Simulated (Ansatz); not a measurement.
Z-matrix (Å, degrees):
```
Ge
Si 1 2.374
N 1 1.843 2 106.8
H 1 1.554 2 108.6 3 -123.8
H 1 1.537 2 112.6 3 117.5
F 2 1.591 1 113.9 3 -80.5
N 2 1.689 1 112.0 3 159.0
F 2 1.600 1 106.4 3 33.8
H 3 1.011 1 113.4 2 -49.4
H 3 1.011 1 114.5 2 -174.8
H 7 1.006 2 122.0 1 -44.4
H 7 1.007 2 122.1 1 157.9
```

Charge 0, multiplicity 1.

(1) List the PBE0/def2-TZVPP orbital energies in eV (Ansatz). (Estimate.)

## Answers

(1) Ansatz gave: Occupied: -10859.97, -1804.31, -1358.23, -1208.04, -1208.03, -1208.03, -673.79, -673.74, -391.32, -390.89, -170.97, -146.39, -120.76, -120.75, -120.75, -101.11, -101.07, -101.03, -33.65, -33.59, -33.58, -33.53, -33.53, -33.44, -32.91, -24.33, -23.48, -16.26, -15.14, -14.43, -13.76, -13.60, -13.49, -12.80, -12.15, -12.05, -11.73, -10.84, -9.73, -8.68, -8.17, -7.36. Lowest empty: 0.00, 0.31, 0.72, 1.57, 1.93, 2.21, 2.66, 2.91.
